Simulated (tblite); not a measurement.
Species: C₇H₁₁N₂P.
Atom-mapped SMILES: `[CH2:1]=[CH:2][c:3]1[p:4][cH:5][n:6][n:7]1[CH:8]([CH3:9])[CH3:10]` (hydrogens: H11, H12 on C1; H13 on C2; H14 on C5; H15 on C8; H16, H17, H18 on C9; H19, H20, H21 on C10)

Structure optimised with GFN2-xTB, isolated species.

Task: What internal coordinates does the optimisation give?

Result: 
```json
{"bond": "C1=C2", "length (pm)": "133.0", "order": "double"}
{"bond": "C2–C3", "length (pm)": "144.1", "order": "single"}
{"bond": "C3–P4", "length (pm)": "174.8", "order": "aromatic"}
{"bond": "P4–C5", "length (pm)": "175.1", "order": "aromatic"}
{"bond": "C5–N6", "length (pm)": "130.6", "order": "aromatic"}
{"bond": "N6–N7", "length (pm)": "131.8", "order": "aromatic"}
{"bond": "N7–C8", "length (pm)": "145.3", "order": "single"}
{"bond": "C8–C9, C8–C10", "length (pm)": "152.7", "order": "single"}
{"bond": "C3–N7", "length (pm)": "135.8", "order": "aromatic"}
{"bond": "C1–H11", "length (pm)": "107.6", "order": "single"}
{"bond": "C1–H12", "length (pm)": "107.8", "order": "single"}
{"bond": "C2–H13", "length (pm)": "108.2", "order": "single"}
{"bond": "C5–H14", "length (pm)": "107.6", "order": "single"}
{"bond": "C8–H15", "length (pm)": "109.6", "order": "single"}
{"bond": "C9–H16 and 5 like bonds", "length (pm)": "108.7", "order": "single"}
```

Bonds in one row agree within 1 pm and their mean is given. Orders are formal, as drawn. A selection of angles:
```json
{"angle": "C2–C1–H11", "degrees": "121.8"}
{"angle": "C2–C1–H12", "degrees": "121.1"}
{"angle": "H11–C1–H12", "degrees": "117.2"}
{"angle": "C1–C2–C3", "degrees": "123.3"}
{"angle": "C1–C2–H13", "degrees": "119.2"}
{"angle": "C3–C2–H13", "degrees": "117.5"}
{"angle": "C2–C3–P4", "degrees": "126.0"}
{"angle": "C2–C3–N7", "degrees": "123.1"}
{"angle": "P4–C3–N7", "degrees": "110.9"}
{"angle": "C3–P4–C5", "degrees": "86.0"}
{"angle": "P4–C5–N6", "degrees": "115.8"}
{"angle": "P4–C5–H14", "degrees": "125.8"}
{"angle": "N6–C5–H14", "degrees": "118.4"}
{"angle": "C5–N6–N7", "degrees": "111.2"}
{"angle": "N6–N7–C8", "degrees": "117.9"}
{"angle": "C3–N7–N6", "degrees": "116.1"}
{"angle": "C3–N7–C8", "degrees": "125.9"}
{"angle": "N7–C8–C9", "degrees": "109.3"}
{"angle": "N7–C8–H15", "degrees": "107.9"}
{"angle": "C9–C8–C10", "degrees": "111.3"}
{"angle": "C9–C8–H15", "degrees": "109.8"}
{"angle": "C8–C9–H16", "degrees": "110.8"}
{"angle": "C8–C9–H17", "degrees": "109.7"}
{"angle": "H16–C9–H17", "degrees": "108.5"}
{"angle": "H19–C10–H20", "degrees": "108.3"}
```

Dihedral angles: C1–C2–C3–P4 -3° (synperiplanar); N6–N7–C8–C9 95° (anticlinal). The mirror-image conformer, all signs reversed, is as good.

The 3 C–N bonds span 1.306 Å (C5–N6, aromatic) to 1.453 Å (N7–C8, drawn single), a spread of 0.147 Å. Of the pairs four or more bonds apart, H13···H15 is among the closest relative to their van der Waals radii: 2.07 Å, 86 % of the sum of Bondi's values. The 5-membered ring C3–P4–C5–N6–N7 has internal angles of 86.0° to 116.1° (sum 540°, against 540° for a flat polygon); it is planar, 0.00 Å rms from its mean plane, widest ring torsion 1°. N7 (pyrrole-type nitrogen) is planar (angles 125.9°, 117.9° and 116.1°, sum 359.9°, 0.03 Å off the plane of its three neighbours). N6 (pyridine-type nitrogen) is bent (angle 111.2°). P4 (phosphorus bonded to 2 C) is bent (angle 86.0°). The 4 C–C bonds span 1.330 Å (C1=C2, drawn double) to 1.530 Å (C8–C9, drawn single), a spread of 0.200 Å.

Point group: C1 (no symmetry element, even within 0.4 Å). Its GFN2-xTB frequencies are all real (lowest 28 cm⁻¹). The numbers are those of one conformer. 2 starts were optimised and ended at 0.00 and 0.14 kcal/mol (GFN2-xTB); the lowest of these is shown.

These are computed values.
